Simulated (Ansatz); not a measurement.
Computed with Ansatz on PBE0-D4/def2-TZVP structures; ΔE is electronic, products minus reactants. CCSD(T)/CBS adds triple-zeta CCSD(T) − MP2 to the extrapolated MP2 energy (def2 sets, frozen cores). This one scheme is used for every species. DFT in def2-TZVPP. def2 core potentials past Kr. For Sn outer-core shells are correlated without core-valence functions, which leaves a few kJ/mol of doubt a bond. Each species was taken in one conformer, which may not be the lowest.

`CC[NH][SnH3]` + H–F → `FC[NH][SnH3]` + CH₄  (substitution at a C–C bond)

CCSD(T)/CBS gives +2.2 kJ/mol.

**Question.** Another level gave -8.1 kJ/mol. Which?
A. PBE0-D4/def2-TZVPP
B. r2SCAN-D4/def2-TZVPP
C. CCSD/def2-TZVPP
D. MP2/def2-TZVPP

**Answer.** A. PBE0-D4 -8.1, r2SCAN-D4 -17.9, MP2/def2-TZVPP 4.8, CCSD/def2-TZVPP -3.8 kJ/mol.

Largest T1 diagnostic among the species: 0.013.

From PBE to PBE0 (25 % exact exchange), in def2-TZVPP and without D4, ΔE moves by +6.0 kJ/mol. The D4 term adds +6.1 kJ/mol with B3LYP and +3.5 kJ/mol with PBE0; it sums over pairs of atoms, weighted by their polarisabilities, and B3LYP, whose exchange is more repulsive, gets the larger term.

B3LYP here is the variant with VWN-RPA as its local correlation; programs differ in this.
